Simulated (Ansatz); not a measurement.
Species: C2, charge -2, multiplicity 1. 
Coordinates optimised at B3LYP-D3(BJ)/def2-TZVP (Ansatz, an electronic-structure program):
```
C
C 1 1.2695
```
Charge -2, spin multiplicity 1.

Basis-set convergence of Hartree-Fock and CCSD correlation energies (hartree) with Ansatz. Correlated levels leave the core frozen unless marked. No spin-orbit coupling. Non-relativistic.

| basis | functions | E(HF) | E(corr, CCSD) |
|---|---|---|---|
| aug-cc-pVDZ | 46 | -75.39585 | -0.29198 |
| aug-cc-pVTZ | 92 | -75.40940 | -0.33405 |
| aug-cc-pVQZ | 160 | -75.41415 | -0.34727 |

Extrapolating the two largest sets (X = 3 and 4) as X^-3: E(corr) = (64·(-0.34727) - 27·(-0.33405))/37 = -0.3569 Eh, an estimate of the basis-set limit. The largest set recovers 97.3 % of it, the smallest 81.8 %.
